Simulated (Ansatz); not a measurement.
All numbers were calculated with Ansatz.

A structure relaxed at PBE0-D4/def2-TZVP, charge 0, multiplicity 1:

Cartesian coordinates in Å:
```
O -1.585 -0.540 -1.160
Mo -0.311 -0.072 -0.212
O -0.560 -0.705 1.542
O -0.791 1.642 0.295
O 1.075 0.592 -1.297
F 0.802 -1.621 -0.279
H -0.118 -1.525 1.780
H -0.296 2.245 0.856
H 1.785 -0.016 -1.524
```

**Question.** Give its formula and SMILES.

**Answer.** FH3MoO4, `[O]=[Mo]([OH])([OH])([OH])[F]`.

**Question.** Point group (tolerance 0.08 Å, 0.16 Å for H)?

**Answer.** Cs.

**Question.** Summarise the bond lengths by kind.

**Answer.** 4 × Mo–O 1.655 to 1.881 Å; 1 × F–Mo 1.908 Å; 3 × H–O 0.962 Å.
